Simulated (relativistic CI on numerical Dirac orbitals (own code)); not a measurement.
## What each ingredient does to the levels of Ag19+

Base calculation: Dirac-Coulomb-Breit CI, KLI orbitals optimised for each configuration, model QED (radiative potential, 1s self-energy scaled to tabulated hydrogen-like ionisation energies), unscaled Slater integrals.

Configuration list (outside the closed core [Ne] 3s2): 3p6 3d10, 3p6 3d9 4s, 3p6 3d9 4p, 3p6 3d9 4d, 3p6 3d8 4s2, 3p6 3d9 4f, 3p5 3d10 4s, 3p6 3d8 4s 4p, 3p6 3d9 5s, 3p6 3d8 4p2, 3p5 3d10 4p, 3p6 3d9 5p, 3p6 3d8 4s 4d, 3p6 3d9 5d, 3p6 3d8 4p 4d, 3p5 3d10 4d. Levels of other configurations are missing.

The lowest level and the first level of each name with at least 55 % of one term (blank where a level has no safe partner in the second run):

```csv
Level,Base (eV),Shift (eV)
3p6 3d10 1S_0,0.000,0.000
3p6 3d9 4s 3D_3,347.508,-0.211
3p6 3d9 4s 3D_1,353.847,-0.230
3p6 3d9 4p 3P°_2,386.399,-0.025
3p6 3d9 4p 3F°_2,393.050,-0.043
3p6 3d9 4p 3P°_1,393.771,-0.043
3p6 3d9 4p 3F°_4,394.922,-0.040
3p6 3d9 4p 1D°_2,396.404,-0.039
3p6 3d9 4p 1P°_1,396.980,-0.041
3p6 3d9 4p 3D°_3,397.398,-0.040
3p6 3d9 4p 3P°_0,399.519,-0.059
3p6 3d9 4p 3D°_1,402.443,-0.057
3p6 3d9 4p 3D°_2,403.442,-0.058
3p6 3d9 4d 3S_1,456.209,-0.024
```

At this charge energies of transitions that change n are usually good to better than 1 %, and those within a shell (Δn = 0) to a few per cent.

(1) One thing was changed in a second run, which moved the levels as shown. Which?
A. QED terms removed
B. Breit term removed
C. configuration mixing switched off

## Answers

(1) A. QED terms removed. QED shifts follow the density of s (and p1/2) electrons at the nucleus, so configurations move by their count of such electrons; where none moves, the smaller shifts of p3/2 electrons and of j = l + 1/2 against j = l − 1/2 set the pattern.

LS names give the leading component of a level, which can be under half, so a name can repeat, a term be missing and a line seem to break the LS rules.
